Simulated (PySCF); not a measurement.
# Working out the ionisation energy of I²⁺

I²⁺ [Kr] 4d10 5s2 5p3 (4S) → I³⁺ [Kr] 4d10 5s2 5p2 (3P). Calculation: PySCF 2.14, in aug-cc-pVDZ-PP with ECP28MDF; a scalar-relativistic core potential. Frozen: 4s2 4p6 4d10. Energies in hartree (1 hartree = 27.21139 eV):

```
            part  I²⁺ (lower)  I³⁺ (upper)
             UHF  -293.654396  -292.558436
CCSD correlation    -0.060183    -0.050779
             (T)    -0.000553    -0.000426
```

Task: What does Hartree-Fock give?

Result: (-292.558436) − (-293.654396) = 1.095960 hartree = 29.823 eV.

Task: What do CCSD and CCSD(T) give?

Result: The CCSD correlation energies differ by 0.009404 hartree = 0.256 eV and the triples by 0.000127 hartree = 0.003 eV, so CCSD gives 30.079 eV and CCSD(T) 30.082 eV.

Reference: 29.57 ± 0.025 eV (measured; NIST Atomic Spectra Database, ionization energies), between the lowest levels; spin-orbit coupling is absent from the calculation.

A double-zeta basis recovers only part of the correlation energy.

What remains against the reference includes basis incompleteness, the frozen core and higher excitations.
